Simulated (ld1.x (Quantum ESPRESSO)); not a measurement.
# What one change does to a pseudopotential (carbon, ultrasoft)

carbon, ultrasoft, made with ld1.x (Quantum ESPRESSO) 7.5 (PBE, non-relativistic). Core [He], reference 2s2 2p1 (charge +1). Waves: 2s (bound): rcut 1.25, rcutus 1.35 bohr; 2s channel at 1.65 Ry: rcut 1.25, rcutus 1.35 bohr; 2p (bound): rcut 1.25, rcutus 1.45 bohr; 2p channel at 0.05 Ry: rcut 1.25, rcutus 1.45 bohr; 3d channel at 0.3 Ry: rcut 1.05, rcutus 1.30 bohr; 3d channel at 2.25 Ry: rcut 1.05, rcutus 1.30 bohr. Local part: all-electron potential smoothed inside 1.15 bohr (lloc = -2). Core correction: none. Augmentation charge: PSQ, inside the norm-conserving radii.

All-electron outer shells of the reference configuration (PBE, non-relativistic, ld1.x):

```
shell  level (eV)  outermost node (bohr)  outermost maximum (bohr)
   2s      -25.74                   0.38                      1.17
   2p      -17.01                      –                      1.11
```

Change: functional LDA (PZ); added wave 3d channel at 0.3 Ry: rc 1.30 bohr; removed wave 3d channel at 0.3 Ry: rcut 1.05, rcutus 1.30 bohr; removed wave 3d channel at 2.25 Ry: rcut 1.05, rcutus 1.30 bohr.

Cutoffs: the cutoffs (Ry, on a coarse ladder) from which the occupation-weighted sum of valence levels, in a spherical-Bessel basis at the reference potential, stays within 10 and 1 mRy of its value at 400 Ry; they do not see the model core or the augmentation charge, which bear on the density cutoff. Errors are all-electron minus pseudo energies relative to the spin-unpolarised reference configuration.

How do hardness, ghosts and transferability respond?

The potential gets neither clearly harder nor softer (25 Ry and 35 Ry → 25 Ry and 35 Ry); the number of tests with a reliable result goes from 7 to 9; of the 7 tests that both files solve, the error grows in 2 and shrinks in 5 by more than 15 % and 0.3 meV (median size 5.2 → 10.0 meV); neither file shows a bound ghost.

```csv
quantity,base,changed
"cutoff, loose",25 Ry,25 Ry
"cutoff, tight",35 Ry,35 Ry
bound ghosts,none,none
"error for 2s2 2p2, meV [ΔE -10.87 → -10.99 eV]",+4.1,+3.2
"error for 2s2 2p0, meV [ΔE 24.16 → 24.26 eV]",+46,+34
"error for 2s1 2p0, meV [ΔE 72.33 → 72.21 eV]",+153,+183
"error for 2s2 2p2.3, meV [ΔE -12.02 → -12.19 eV]",+4.8,+3.5
"error for 2s1 2p3, meV [ΔE -2.40 → -2.76 eV]",+17,+14
"error for 2s2 2p1.5, meV [ΔE -6.90 → -6.96 eV]",+1.9,+1.5
"error for 2s1 2p2, meV [ΔE 8.74 → 8.48 eV]",+5.2,+10.0
s: phases at 1.59 bohr within 0.05 rad from the reference energy up to (Ry; the scan ends near 5),to the end of the scan,to the end of the scan
p: phases at 1.59 bohr within 0.05 rad from the reference energy up to (Ry; the scan ends near 5),to the end of the scan,to the end of the scan
d: phases at 1.59 bohr within 0.05 rad from the reference energy up to (Ry; the scan ends near 5),to the end of the scan,to the end of the scan
lowest overlap eigenvalue by channel,"s 0.56, p 0.97, d 0.97","s 0.55, p 0.97, d 1.00"
```
